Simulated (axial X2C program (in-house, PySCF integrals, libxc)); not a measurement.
# MoB⁺: cheaper levels and CCSD(T), 2c

All values were computed with an in-house all-electron X2C program for linear molecules (integrals from PySCF). Two-component (2c) means X2C with spin–orbit coupling and atomic mean-field two-electron Coulomb and Gaunt terms. Basis: Mo dyall-cv3z [11s12p9d5f3g], B dyall-v3z [7s6p2d1f] (cores contracted in-house); Gaussian nuclei, density fitting, unrestricted open shells. Masses: Mo 97.905 u, B 11.009 u.

State: Ω = 3 (⟨Sz⟩ = 3.00, ⟨Lz⟩ = 0.00 at HF); fragments Mo+ + B.

| level | Re (Å) | ωe (cm⁻¹) | De (eV) |
| --- | --- | --- | --- |
| HF | 2.468 | 295.4 | 1.11 |
| MP2 | 2.237 | 398.1 | 1.68 |
| CCSD | 2.260 | 401.3 | 1.66 |

Correlated methods: 8 electrons correlated (number of frozen shells: Mo 4 s, 3 p, 1 d; B 1 s), 272 virtual spin orbitals or spinors in MP2, 90 natural virtuals in coupled cluster.

CCSD(T), same Hamiltonian and basis:

Re = 2.235 Å, ωe = 428.5 cm⁻¹, De = 1.76 eV; T1 = 0.037 (Lee–Taylor normalisation).

(1) Give the differences from CCSD(T) in the columns below.

One determinant describes the state; a PBE0 search over occupations chose it and may have missed a lower one. De is counted from the lowest determinant-based energies of the atoms at the same level, without counterpoise correction. CCSD and (T) use frozen natural virtuals with an MP2 correction for the truncation; (T) itself is uncorrected, so its De runs slightly low. The 2c atoms are single determinants rather than J levels; their spin–orbit lowering is only partly caught, and De is too large by that part. This holds for MP2, CCSD, CCSD(T). PBE0 can misorder states that lie within some tenths of an eV, so this need not be the ground state of the molecule. The nearest other 2c determinant of the search, Ω = 2, lies 0.17 eV up at the distance of the search. With several unpaired electrons one determinant need not be a pure state. Open-shell Ω = 0 determinants with evenly filled partner blocks cannot be reached by this program, so the Ω shown need not be the lowest component. With the outer-core shells frozen, correlated bond lengths of heavy atoms tend to come out a few hundredths of an ångström too long.

Answers

(1) 

| level | ΔRe (Å) | Δωe (cm⁻¹) | ΔDe (eV) |
| --- | --- | --- | --- |
| HF | 0.233 | -133 | -0.65 |
| MP2 | 0.002 | -30 | -0.08 |
| CCSD | 0.025 | -27 | -0.10 |
